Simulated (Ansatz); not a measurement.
Cl₃FH₂Si₂, SMILES `F[SiH2][Si](Cl)(Cl)Cl`, relaxed with RKS PBE-D4/def2-SVP in the Gaussian-basis code of Ansatz from a rough embedded geometry. The force threshold is 0.03 eV/Å; the program also tests the step.

Total charge 0; spin multiplicity 1.

Start:

```xyz
8

F     2.298    0.484    0.483
Si    0.759    0.382    0.893
Si   -0.630   -0.298   -0.816
Cl   -0.674    0.898   -2.352
Cl   -2.601   -0.422   -0.194
Cl   -0.184   -2.183   -1.523
H     0.695   -0.562    2.082
H     0.336    1.701    1.426
```

| step | energy (eV) | largest force (eV/Å) | largest move (Å) |
| --- | --- | --- | --- |
| 1 | -56033.0800 | 2.671 | 0.000 |
| 2 | -56033.3606 | 0.428 | 0.194 |
| 3 | -56033.3815 | 0.333 | 0.156 |
| 4 | -56033.4014 | 0.050 | 0.071 |
| 5 | -56033.4017 | 0.022 | 0.008 |

End:

```xyz
8

F     2.275    0.462    0.397
Si    0.727    0.377    0.938
Si   -0.654   -0.331   -0.819
Cl   -0.593    0.991   -2.410
Cl   -2.588   -0.407   -0.070
Cl   -0.112   -2.212   -1.491
H     0.653   -0.620    2.058
H     0.292    1.739    1.396
```

Hardware: 4 threads of an AMD EPYC 7B13 on a shared host. Wall time 8.5 s, peak host memory 0.19 GiB.
